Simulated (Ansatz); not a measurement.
Basis-set extrapolation for `C=C[SiH2][SiH2]` radical (PBE0-D4/def2-TZVP geometry, frozen core, Ansatz 0.2.0). Multiplicity 2, UHF reference.

|  | def2-TZVPP | def2-QZVPP |
| --- | --- | --- |
| HF | -657.664383 | -657.685583 |
| MP2 correlation | -0.552544 | -0.589984 |
| CCSD(T) correlation | -0.637800 | not run |

Energies in hartree. Use E(X) = E(∞) + A·exp(−7.88·√X) for Hartree–Fock and E(X) = E(∞) + B·X^(−2.97) for correlation, with X = 3 and 4, and add CCSD(T) minus MP2 of the smaller set to the MP2 limit.

Problem. What is the CCSD(T) energy at the basis-set limit?

Solution. HF limit: -657.685583 + (-0.021200) × 0.13774 = -657.68850. MP2 limit: -0.589984 + (-0.037440) × 0.74074 = -0.61772. Higher-order term: -0.637800 − (-0.552544) = -0.08526. Total: -658.39148 hartree, 2.43 eV below CCSD(T)/def2-TZVPP.
